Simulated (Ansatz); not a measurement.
`[CH3][AlH][O][SiH3]` → `[CH3][Al][O][SiH3]`• + H• at 700 K and 1 bar (homolysis of the Al–H bond).

Computed with Ansatz on PBE0-D4/def2-TZVP structures; ΔE is electronic, products minus reactants. CCSD(T)/CBS is the MP2 limit (def2-TZVPP, def2-QZVPP) plus CCSD(T) − MP2 in def2-TZVPP, frozen cores. This one scheme is used for every species, atoms too. No spin–orbit coupling; open shells (•) take unrestricted orbitals. One conformer a species, not always the lowest.

```csv
species,CCSD(T)/CBS energy (Eh),H − E (kJ/mol),S (J/(mol·K))
`[CH3][AlH][O][SiH3]`,-648.63113,272.9,520.2
`[CH3][Al][O][SiH3]`•,-647.98900,247.3,502.1
H•,-0.50000,14.6,132.5
```

H − E and S are ideal-gas, rigid-rotor, harmonic terms from PBE0-D4/def2-TZVP, for one conformer and one mirror image of each species, with the whole ground term of open shells counted as degenerate. 1 Eh = 2625.50 kJ/mol, R = 8.31446 J/(mol·K).

**Question.** By hand: ΔE, ΔH, ΔS and ΔG.

**Answer.** ΔE = (-647.98900) + (-0.50000) − (-648.63113) = 0.14213 Eh = 373.2 kJ/mol. Δ(H − E) = 247.3 + 14.6 − 272.9 = -11.0, so ΔH = 362.2 kJ/mol. ΔS = 502.1 + 132.5 − 520.2 = 114.4 J/(mol·K). ΔG = 362.2 − 700 × (114.4)/1000 = 282.1 kJ/mol.

**Question.** By hand: the equilibrium constant, and the temperature at which ΔG would vanish if ΔH and ΔS stayed fixed.

**Answer.** log₁₀ K = −ΔG/(RT ln 10) = -21.1. ΔG = 0 at ΔH/ΔS = 3166 K, far beyond where these terms or the molecules hold.

The number of gas molecules changes by +1, which sets the sign of ΔS. A doubt of 5 kJ/mol in ΔE shifts log₁₀ K by 0.4 here. Other conformers and mirror images would add mixing entropy, several J/(mol·K) or more a flexible species. Modes under 60 cm⁻¹, often nearly free rotors, make the harmonic entropy too high. These are equilibria of isolated gas molecules and say nothing of rates. Largest T1 diagnostic: 0.014 (customary marks: 0.02 for closed shells, 0.045 for open ones).
